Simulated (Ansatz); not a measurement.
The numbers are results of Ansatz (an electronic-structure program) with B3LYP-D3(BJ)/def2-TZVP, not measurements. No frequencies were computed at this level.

Ansatz 0.2 input:
```yaml
crystal:
  periodic: [false, false, false]
  atoms:
    - { symbol: C, position_ang: [0.104783, 1.478322, -0.17941] }
    - { symbol: C, position_ang: [0.091098, 0.14775, -0.11934] }
    - { symbol: C, position_ang: [-1.140977, -0.686808, -0.260084] }
    - { symbol: C, position_ang: [1.350286, -0.584784, 0.098448] }
    - { symbol: O, position_ang: [1.453825, -1.782042, 0.169407] }
    - { symbol: H, position_ang: [-0.793884, 2.050726, -0.337183] }
    - { symbol: H, position_ang: [1.018716, 2.039326, -0.072318] }
    - { symbol: H, position_ang: [-2.021397, -0.070652, -0.417219] }
    - { symbol: H, position_ang: [-1.276256, -1.292192, 0.634925] }
    - { symbol: H, position_ang: [-1.023621, -1.373004, -1.097458] }
    - { symbol: H, position_ang: [2.237421, 0.073354, 0.197139] }
basis:
  gaussian: { orbitals: def2-tzvp }
hamiltonian:
  xc: b3lyp
  dispersion: d3bj
relax:
  max_steps: 150
```

Output:

```
Functional definition: B3LYP
1135 factors; their error is unknown
mean field evaluation 1: about -6284.9544 eV, gradient 6.8e1 eV
mean field evaluation 2: about -6277.9261 eV, gradient 8.9e1 eV
mean field evaluation 4: about -6294.7455 eV, gradient 5.9e0 eV
mean field evaluation 8: about -6294.8170 eV, gradient 1.8e-1 eV
mean field evaluation 16: about -6294.8045 eV, gradient 3.9e-4 eV
mean field -6294.80453368 eV, -231.3297998410 hartree, gradient 7.1e-6 eV, S^2 0.000000; 0 other end points of the search recorded, 0 dependent functions left out
reference -6294.80479158 eV, -231.3298093185 hartree; 19, 19 occupied and 172, 172 virtual orbitals, 1135 factors
relax step   1: F+E_penalty+E_count = -6295.16813122 eV  Δ(F+E_penalty+E_count) = +0.000e0 eV  max|allowed force component| = 5.894e-1 eV/Å  Δτ_max = 0.0000 Å  (31 SCF iters, accepted)
these checks for a lower state are left out or cut short: starts, cluster_reference, orbital_swaps, neighbouring_geometries, increment
1135 factors; their error is unknown
mean field -6294.81745723 eV, -231.3302747725 hartree, gradient 1.6e-5 eV, S^2 0.000000; 0 other end points of the search recorded, 0 dependent functions left out
reference -6294.81771538 eV, -231.3302842594 hartree; 19, 19 occupied and 172, 172 virtual orbitals, 1135 factors
relax step   2: F+E_penalty+E_count = -6295.18003021 eV  Δ(F+E_penalty+E_count) = -1.190e-2 eV  max|allowed force component| = 1.695e-1 eV/Å  Δτ_max = 0.0232 Å  (33 SCF iters, accepted)
these checks for a lower state are left out or cut short: starts, cluster_reference, orbital_swaps, neighbouring_geometries, increment
1135 factors; their error is unknown
mean field evaluation 32: about -6294.8189 eV, gradient 7.2e-3 eV
mean field -6294.81893013 eV, -231.3303289007 hartree, gradient 1.7e-5 eV, S^2 0.000000; 0 other end points of the search recorded, 0 dependent functions left out
reference -6294.81918829 eV, -231.3303383879 hartree; 19, 19 occupied and 172, 172 virtual orbitals, 1135 factors
relax step   3: F+E_penalty+E_count = -6295.18125085 eV  Δ(F+E_penalty+E_count) = -1.221e-3 eV  max|allowed force component| = 2.060e-2 eV/Å  Δτ_max = 0.0127 Å  (34 SCF iters, accepted)
these checks for a lower state are left out or cut short: starts, cluster_reference, orbital_swaps, neighbouring_geometries, increment
1135 factors; their error is unknown
mean field -6294.81894535 eV, -231.3303294602 hartree, gradient 1.7e-5 eV, S^2 0.000000; 0 other end points of the search recorded, 0 dependent functions left out
reference -6294.81920349 eV, -231.3303389466 hartree; 19, 19 occupied and 172, 172 virtual orbitals, 1135 factors
relax step   4: F+E_penalty+E_count = -6295.18128725 eV  Δ(F+E_penalty+E_count) = -3.641e-5 eV  max|allowed force component| = 2.947e-2 eV/Å  Δτ_max = 0.0032 Å  (34 SCF iters, accepted)
these checks for a lower state are left out or cut short: starts, cluster_reference, orbital_swaps, neighbouring_geometries, increment
1135 factors; their error is unknown
mean field -6294.81894353 eV, -231.3303293931 hartree, gradient 1.6e-5 eV, S^2 0.000000; 0 other end points of the search recorded, 0 dependent functions left out
reference -6294.81920165 eV, -231.3303388789 hartree; 19, 19 occupied and 172, 172 virtual orbitals, 1135 factors
relax step   5: F+E_penalty+E_count = -6295.18130907 eV  Δ(F+E_penalty+E_count) = -2.182e-5 eV  max|allowed force component| = 1.652e-2 eV/Å  Δτ_max = 0.0027 Å  (34 SCF iters, accepted)
these checks for a lower state are left out or cut short: starts, cluster_reference, orbital_swaps, neighbouring_geometries, increment
1135 factors; their error is unknown
mean field -6294.81896374 eV, -231.3303301357 hartree, gradient 1.6e-5 eV, S^2 0.000000; 0 other end points of the search recorded, 0 dependent functions left out
reference -6294.81922186 eV, -231.3303396217 hartree; 19, 19 occupied and 172, 172 virtual orbitals, 1135 factors
relax step   6: F+E_penalty+E_count = -6295.18132263 eV  Δ(F+E_penalty+E_count) = -1.356e-5 eV  max|allowed force component| = 2.717e-3 eV/Å  Δτ_max = 0.0013 Å  (35 SCF iters, accepted)
1135 factors; their error is unknown
mean field evaluation 64: about -6277.6783 eV, gradient 9.0e1 eV
mean field -6294.81896374 eV, -231.3303301357 hartree, gradient 1.6e-5 eV, S^2 0.000000; 1 other end points of the search recorded, 0 dependent functions left out
reference -6294.81922186 eV, -231.3303396217 hartree; 19, 19 occupied and 172, 172 virtual orbitals, 1135 factors
Total energy: -6295.18158076 eV, -231.3436560655 hartree
Atom 0 at     0.111997     1.475118    -0.178202 Å, force    -0.002056    -0.001447    -0.000589 eV/Å
Atom 1 at     0.079714     0.142003    -0.120729 Å, force     0.002717     0.002049     0.000217 eV/Å
Atom 2 at    -1.152283    -0.694822    -0.261358 Å, force    -0.001913    -0.000671    -0.000190 eV/Å
Atom 3 at     1.360885    -0.563383     0.099000 Å, force    -0.001240    -0.002304     0.000267 eV/Å
Atom 4 at     1.471425    -1.764335     0.171124 Å, force    -0.000003     0.001067    -0.000157 eV/Å
Atom 5 at    -0.780218     2.067470    -0.335984 Å, force     0.000621     0.000590     0.000183 eV/Å
Atom 6 at     1.046356     2.012987    -0.067096 Å, force     0.000704     0.000120     0.000255 eV/Å
Atom 7 at    -2.035162    -0.076926    -0.418910 Å, force     0.000290    -0.000007     0.000046 eV/Å
Atom 8 at    -1.300050    -1.308213     0.629555 Å, force     0.000045    -0.000232     0.000332 eV/Å
Atom 9 at    -1.048198    -1.388759    -1.097676 Å, force     0.000198    -0.000221    -0.000270 eV/Å
Atom 10 at     2.245529     0.098856     0.197185 Å, force     0.000637     0.001056    -0.000094 eV/Å
Dipole moment:    -0.252234     0.559851    -0.062903 e Å
```

Cost: around 50 core-seconds (rough).
